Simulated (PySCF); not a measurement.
Species: C7H13NSi.
Cartesian coordinates in Å at the GFN2-xTB level; atoms count from 1:
```
atom  x, y, z in Å
C1    -2.3057    2.4339    0.5040
C2    -1.9027    1.3135    0.3356
Si3   -1.2490   -0.4049    0.0880
C4    -2.6628   -1.6596    0.2550
C5     0.4388   -0.7146    0.9291
C6     1.1667   -0.4945   -0.4139
C7     1.8421    0.8705   -0.4534
N8     2.8521    0.9713    0.5888
C9    -0.0323   -0.5484   -1.3836
H10   -2.6603    3.4139    0.6505
H11   -3.1012   -1.6092    1.2460
H12   -2.3197   -2.6759    0.0896
H13   -3.4486   -1.4483   -0.4629
H14    0.5783   -1.7247    1.3092
H15    0.7744   -0.0240    1.6970
H16    1.9157   -1.2649   -0.6197
H17    2.2481    1.0417   -1.4672
H18    1.0892    1.6403   -0.2585
H19    3.5721    0.2705    0.4447
H20    3.2961    1.8827    0.5647
H21   -0.0212    0.2454   -2.1266
H22   -0.0805   -1.4955   -1.9178
```

NICS = −σ at a ghost point: NICS(0) at the centroid of the ring atoms, NICS(1) 1 Å to either side along the normal of their mean plane, zz for the tensor component along that normal. Level: GIAO PBE0/pcSseg-1 (PySCF, non-relativistic, gas phase) on the GFN2-xTB geometry, one conformer.

Ring bond lengths (Å), with Mayer bond orders in brackets: Si3–C5 1.911 (0.94), C5–C6 1.543 (0.97), C6–C9 1.543 (0.98), C9–Si3 1.915 (0.92).

Problem. Give the NICS values of each ring in ppm.

Solution. 
```json
{"ring": "Si3–C5–C6–C9", "type": "4-membered ring with Si; formal bonds all single", "NICS(0)": "0.0", "NICS(1), two faces": "-0.8 / -1.1", "NICS(1)zz, two faces": "4.2 / 3.5", "rms pucker (Å)": "0.09", "centre to ring atoms, mean (Å)": "1.22"}
```

Problem. What do they say, and how far can they be read as aromaticity?

Solution. 
- Si3–C5–C6–C9: mean NICS(1)zz 3.8 ppm, deshielded. Si3, C5, C6, C9 have four or more neighbours, and the NICS criterion for π rings isn't applied.

Problem. At the first NICS(1) probe listed for ring Si3–C5–C6–C9, 1 Å off the ring, how large is the induced field along the normal in 11.7 T applied along it?

Solution. NICSzz × B0 = 4.2 ppm × 11.7 T = 49 μT, along the applied field.

Problem. Give the inner angles of the rings and the Hirshfeld charges of the ring atoms.

Solution. 
- Si3–C5–C6–C9: Si3 76.4° (+0.417 e), C5 90.6° (-0.171 e), C6 100.1° (-0.028 e), C9 90.5° (-0.168 e); sum 357.6° against 360° for a flat convex ring.

Time: 2.5 min; peak memory 1.1 GiB. Hardware: one thread of an Intel Xeon at 2.50 GHz, shared host with 64 logical CPUs at a one-minute load of 63. This is the whole shielding run at PBE0/pcSseg-1, SCF included.
